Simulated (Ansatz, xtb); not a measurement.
## Relaxing a trial structure of Al2FGeH5

The starting geometry of this gas-phase singlet was built from a drawn formula by distance geometry and a force field; its bonds are those of `[F][AlH][GeH2][AlH2]`.

```xyz
9

Al   -0.2417   -1.1150    1.9574
Al    3.3001    0.0893    0.5645
F     0.1345   -2.8065    2.2553
Ge    0.8542    0.1369    0.2119
H    -1.3008   -0.3308    2.9432
H     0.5083   -0.5336   -1.1690
H     0.3503    1.6492    0.1649
H     3.8630    0.7235    1.9178
H     4.2304   -0.5584   -0.5583
```

Question: Predict what it relaxes into with r2SCAN-D4/def2-SVP.

Answer: It keeps its bonds, and is `[F][AlH][GeH2][AlH2]`.

The energy falls by 0.23 eV over 16 steps:

| step | E − E(last) (eV) |
| --- | --- |
| 1 | 0.225 |
| 3 | 0.040 |
| 4 | 0.006 |
| 6 | 0.002 |
| 8 | 0.001 |
| 9 | 0.001 |
| 11 | 0.000 |
| 13 | 0.000 |
| 14 | 0.000 |
| 16 | 0.000 |

Final geometry (Å):

```xyz
9

Al   -0.3285   -1.1104    1.9626
Al    3.3511    0.1329    0.5219
F     0.0032   -2.7458    2.0822
Ge    0.9073    0.1501    0.2623
H    -1.3798   -0.5542    3.0091
H     0.5127   -0.4371   -1.1109
H     0.3601    1.5946    0.2885
H     4.0239    1.0922    1.5986
H     4.2484   -0.8677   -0.3266
```

From the same start GFN2-xTB ends elsewhere, differing in Al1–Al2 (2.72 against 4.14 Å here), Al2–H6 (1.71 against 3.32 Å here), Al2–H7 (1.70 against 3.34 Å here).

No frequencies were run, so the end isn't proven a minimum. Run with Ansatz 0.2.0, 40 s on 2 threads of Arm Neoverse V1, with other jobs on the host.
